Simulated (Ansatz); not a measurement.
`COBF` + `CC(C)=CN` → `CC(C)=CBF` + `CON`  (formal exchange of groups at a B–O bond)

Computed with Ansatz on PBE0-D4/def2-TZVP structures; ΔE is electronic, products minus reactants. CCSD(T)/CBS adds triple-zeta CCSD(T) − MP2 to the extrapolated MP2 energy (def2 sets, frozen cores). This one scheme is used for every species. Functionals use def2-TZVPP. B3LYP here is the variant with VWN-RPA as its local correlation; programs differ in this. Each species was taken in one conformer, which may not be the lowest.

`COBF`:

Cartesian coordinates in Å:
```
C -1.030 -0.177 -0.276
O 0.285 0.185 -0.641
B 1.278 0.236 0.256
F 2.480 0.585 -0.177
H -1.105 -0.401 0.792
H -1.327 -1.056 -0.850
H -1.704 0.647 -0.519
H 1.123 -0.019 1.417
```

`CC(C)=CN`:

Cartesian coordinates in Å:
```
C 0.706 0.339 -1.211
C -0.018 0.260 0.095
C -0.200 1.553 0.825
C -0.518 -0.876 0.591
N -0.539 -2.127 -0.017
H 0.075 0.772 -1.997
H 1.587 0.983 -1.125
H 1.051 -0.632 -1.573
H 0.764 2.025 1.047
H -0.769 2.275 0.226
H -0.732 1.412 1.767
H -1.037 -0.851 1.545
H -0.461 -2.900 0.624
H 0.090 -2.234 -0.798
```

`CC(C)=CBF`:

Cartesian coordinates in Å:
```
C 1.257 -0.994 -0.860
C 0.256 -0.167 -0.123
C 0.792 0.505 1.099
C -1.017 -0.057 -0.551
B -2.129 0.757 0.111
F -3.340 0.754 -0.446
H 2.097 -0.373 -1.189
H 1.682 -1.759 -0.202
H 0.822 -1.483 -1.732
H 1.170 -0.245 1.801
H 1.648 1.135 0.834
H 0.051 1.116 1.607
H -1.272 -0.605 -1.458
H -2.017 1.416 1.108
```

`CON`:

```xyz
8

C     0.064   -0.315   -0.973
O    -0.713    0.084    0.130
N     0.154    0.378    1.212
H     0.646   -1.215   -0.749
H     0.748    0.479   -1.290
H    -0.644   -0.529   -1.776
H    -0.082    1.331    1.477
H    -0.174   -0.214    1.971
```

Question: Is it downhill or uphill in electronic energy at CCSD(T)/CBS, and by how much? (An estimate is asked.)

Answer: Computed: Uphill: ΔE = +2.97 eV.

Question: What do these levels give: PBE-D4, PBE0-D4, ωB97M-V, B2PLYP, PBE, r2SCAN, B3LYP, SCS-MP2/def2-TZVPP, CCSD(T)/def2-TZVPP, MP2/def2-QZVPP, HF/CBS(def2), CCSD/CBS(def2)? (Best estimate.)

Answer: The calculation gave: PBE-D4 2.85, PBE0-D4 2.93, ωB97M-V 2.92, B2PLYP 2.97, PBE 2.85, r2SCAN 2.94, B3LYP 2.91, SCS-MP2/def2-TZVPP 3.01, CCSD(T)/def2-TZVPP 2.95, MP2/def2-QZVPP 3.10, HF/CBS(def2) 3.02, CCSD/CBS(def2) 2.99 eV.

Largest T1 diagnostic among the species: 0.013.

From PBE to PBE0 (25 % exact exchange), in def2-TZVPP and without D4, ΔE moves by +0.08 eV.
